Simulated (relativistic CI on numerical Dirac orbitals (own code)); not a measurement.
**The magnetic moment of free Pr³⁺ at 77 K**

Problem. Pr³⁺ (4f²) has the ground term ³H, whose calculated levels (Dirac-Coulomb-Breit CI, one configuration, Slater integrals scaled by 0.85) lie at J = 4: 0, J = 5: 2082, J = 6: 4244 cm⁻¹. Find the effective moment at 77 K in LS coupling.

Working.
1. S = 1, L = 5. The ground level J = 4 has g_J = 3/2 + [S(S + 1) − L(L + 1)]/[2J(J + 1)] = 0.8000 and g_J√(J(J + 1)) = 3.58 μB.
2. kT = 53.5 cm⁻¹. Populations (2J + 1)e^(−E/kT)/Z: J = 4: 1.000.
3. The field also mixes neighbouring J. With F_J = [(S + L + 1)² − J²][J² − (S − L)²]/J, each level gains α_J = [F_(J+1)/(E_(J+1) − E_J) − F_J/(E_J − E_(J−1))]/[6(2J + 1)], and μ²(J) = g_J²J(J + 1) + 3kT α_J.
4. Values of μ²(J): J = 4: 12.800 + 0.062.
5. The thermal average gives μ_eff = 3.59 μB, or χT = μ²/8 = 1.61 cm³ K mol⁻¹.

Check. With the measured levels of this term (Martin, Zalubas and Hagan, Atomic Energy Levels: The Rare-Earth Elements, NSRDS-NBS 60 (1978): 4: 0, 5: 2152, 6: 4389) the same steps give μ_eff = 3.59 μB. The computed ground level holds 97 % of ³H and has g = 0.8053, with g_s = 2.0023, relativistic corrections and term mixing, against 0.8000 above. The excited levels lie far above kT, so the ground-level formula is enough. A crystal field changes the moment at low temperature.
